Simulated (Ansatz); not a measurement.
`SS[SiH2]Cl` + `CN[SiH3]` → `CN([SiH3])[SiH2]Cl` + `SS` at 700 K and 1 bar (ligand exchange at the Si–S bond).

Computed with Ansatz on PBE0-D4/def2-TZVP structures; ΔE is electronic, products minus reactants. CCSD(T)/CBS is the MP2 limit (def2-TZVPP, def2-QZVPP) plus CCSD(T) − MP2 in def2-TZVPP, frozen cores. This one scheme is used for every species. Each species was taken in one conformer, which may not be the lowest.

```csv
species,CCSD(T)/CBS energy (Eh),H − E (kJ/mol),S (J/(mol·K))
`SS[SiH2]Cl`,-1546.28414,145.0,440.3
`CN[SiH3]`,-386.04948,271.2,396.1
`CN([SiH3])[SiH2]Cl`,-1135.59245,327.7,527.0
`SS`,-796.74576,82.9,298.8
```

H − E and S are ideal-gas, rigid-rotor, harmonic terms from PBE0-D4/def2-TZVP, for one conformer and one mirror image of each species. 1 Eh = 2625.50 kJ/mol, R = 8.31446 J/(mol·K).

Question: By hand: ΔE, ΔH, ΔS and ΔG.

Answer: ΔE = (-1135.59245) + (-796.74576) − (-1546.28414) − (-386.04948) = -0.00459 Eh = -12.1 kJ/mol. Δ(H − E) = 327.7 + 82.9 − 145.0 − 271.2 = -5.6, so ΔH = -17.7 kJ/mol. ΔS = 527.0 + 298.8 − 440.3 − 396.1 = -10.6 J/(mol·K). ΔG = -17.7 − 700 × (-10.6)/1000 = -10.3 kJ/mol.

Question: By hand: the equilibrium constant, and the temperature at which ΔG would vanish if ΔH and ΔS stayed fixed.

Answer: log₁₀ K = −ΔG/(RT ln 10) = 0.8. ΔG = 0 at ΔH/ΔS = 1670 K, though so small a ΔS makes that figure unsure.

TΔS isn't small against ΔH here. A doubt of 5 kJ/mol in ΔE shifts log₁₀ K by 0.4 here. Other conformers and mirror images would add mixing entropy, several J/(mol·K) or more a flexible species. Modes under 60 cm⁻¹, often nearly free rotors, make the harmonic entropy too high. These are equilibria of isolated gas molecules and say nothing of rates. Largest T1 diagnostic: 0.011 (customary marks: 0.02 for closed shells, 0.045 for open ones).
